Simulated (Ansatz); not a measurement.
`S[SiH]1C=C1` + HCl → `Cl[SiH]1C=C1` + H₂S at 500 K and 1 bar (ligand exchange at the Si–S bond).

Program: Ansatz. Geometries: PBE0-D4/def2-TZVP. ΔE: electronic, gas phase. CBS: MP2 limit from def2 TZ/QZ plus the TZ coupled-cluster correction, frozen cores. This one scheme is used for every species. One conformer a species, not always the lowest.

```
       species  CCSD(T)/CBS energy (Eh)  H − E (kJ/mol)  S (J/(mol·K))
 `S[SiH]1C=C1`               -765.32172           165.9          367.5
           HCl               -460.38127            32.5          201.9
`Cl[SiH]1C=C1`               -826.74464           140.3          341.7
           H₂S               -398.97279            57.0          224.0
```

H − E and S are ideal-gas, rigid-rotor, harmonic terms from PBE0-D4/def2-TZVP, for one conformer and one mirror image of each species. 1 Eh = 2625.50 kJ/mol, R = 8.31446 J/(mol·K).

Q: By hand: ΔE, ΔH, ΔS and ΔG.

A: ΔE = (-826.74464) + (-398.97279) − (-765.32172) − (-460.38127) = -0.01444 Eh = -37.9 kJ/mol. Δ(H − E) = 140.3 + 57.0 − 165.9 − 32.5 = -1.1, so ΔH = -39.0 kJ/mol. ΔS = 341.7 + 224.0 − 367.5 − 201.9 = -3.7 J/(mol·K). ΔG = -39.0 − 500 × (-3.7)/1000 = -37.1 kJ/mol.

Q: By hand: the equilibrium constant, and the temperature at which ΔG would vanish if ΔH and ΔS stayed fixed.

A: log₁₀ K = −ΔG/(RT ln 10) = 3.9. ΔG = 0 at ΔH/ΔS = 10541 K, far beyond where these terms or the molecules hold.

The number of gas molecules stays the same, so ΔS is small and ΔH decides. A doubt of 5 kJ/mol in ΔE shifts log₁₀ K by 0.5 here. Other conformers and mirror images would add mixing entropy, several J/(mol·K) or more a flexible species. These are equilibria of isolated gas molecules and say nothing of rates. Largest T1 diagnostic: 0.012 (customary marks: 0.02 for closed shells, 0.045 for open ones).
